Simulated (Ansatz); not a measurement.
```yaml
crystal:
  periodic: [false, false, false]
  atoms:
    - {symbol: Ge, position_ang: [-0.895876, 0.942213, -0.653104]}
    - {symbol: Ge, position_ang: [2.327026, -0.093935, 0.332152]}
    - {symbol: Ge, position_ang: [-2.639448, -0.861967, 0.194707]}
    - {symbol: O, position_ang: [-1.906350, 0.714380, 0.821393]}
    - {symbol: O, position_ang: [-1.549833, -0.616325, -1.278409]}
    - {symbol: O, position_ang: [0.942340, 0.683930, -0.195611]}
    - {symbol: O, position_ang: [3.722131, -0.768306, 0.778871]}
basis:
  gaussian: {orbitals: def2-TZVP, initial_orbitals: start.molden}
total_charge: 1
magnetization: {spin_polarized: true, initial_magnetization: 1}
hamiltonian: {xc: {name: CAM-B3LYP}, dispersion: d4}
scf: {omitted_lower_state_checks: [starts]}
output: {orbitals: {seedname: orbitals}}
```

The file start.molden holds the orbitals of an earlier run on this structure, at another level or in another basis.

```sh
$ ansatz run in.yaml --threads 4 --pin off --events-out ev --progress --plain --max-ram 4787MiB
```

(1) Does this run fit into the memory that it is given?

Results:

(1) No. It has 268 basis functions, and Ansatz plans for 4.98 GiB where 4.67 GiB are given.
